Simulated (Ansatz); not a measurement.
```yaml
crystal:
  periodic: [false, false, false]
  atoms:
    - {symbol: B, position_ang: [-0.864940, 0.396558, -0.872079]}
    - {symbol: C, position_ang: [-0.590679, -0.908866, -1.354941]}
    - {symbol: C, position_ang: [0.185470, -0.717274, -0.226836]}
    - {symbol: C, position_ang: [1.044532, -0.827003, 0.815327]}
    - {symbol: Si, position_ang: [0.384708, 0.794425, 0.999391]}
    - {symbol: H, position_ang: [-1.439203, 1.431236, -0.951419]}
    - {symbol: H, position_ang: [-0.725481, -1.718648, -2.049430]}
    - {symbol: H, position_ang: [1.683130, -1.635039, 1.125012]}
    - {symbol: H, position_ang: [-0.700209, 1.119495, 1.956395]}
    - {symbol: H, position_ang: [1.105771, 2.013815, 0.561483]}
basis:
  gaussian: {orbitals: def2-SVPD, fitting: {mean_field: def2-universal-jkfit}}
magnetization: {spin_polarized: true, initial_magnetization: 2}
hamiltonian: {xc: {name: M06-2X}}
```

```sh
$ ansatz run in.yaml --threads 2 --pin off --events-out ev --progress --plain --max-ram 4352MiB
```

It prints (some lines left out):

```
Error: YAML parse error: error: line 17 column 19: hamiltonian.xc: no functional is named "M06-2X"; the names, which are not case-sensitive, are SVWN5, SPW92, PBE, PBE0, PBEsol, revPBE, revPBE0, RPBE, rPW86-PBE, HSE06, wPBEh, LC-wPBE, HISS, HF, BLYP, B3LYP, B3LYP5, BHLYP, CAM-B3LYP, r2SCAN, r2SCANh, r2SCAN0, r2SCAN50, m-r2SCAN, B97, wB97, wB97X, wB97X-V, B97M-V, wB97M-V, B2PLYP, B2GP-PLYP, PBE0-DH, PBE-QIDH
15 |   gaussian: {orbitals: def2-SVPD, fitting: {mean_field: def2-universal-jkfit}}
16 | magnetization: {spin_polarized: true, initial_magnetization: 2}
17 | hamiltonian: {xc: {name: M06-2X}}
```

In this input the method's name isn't one that the program takes here. The program refused the input.
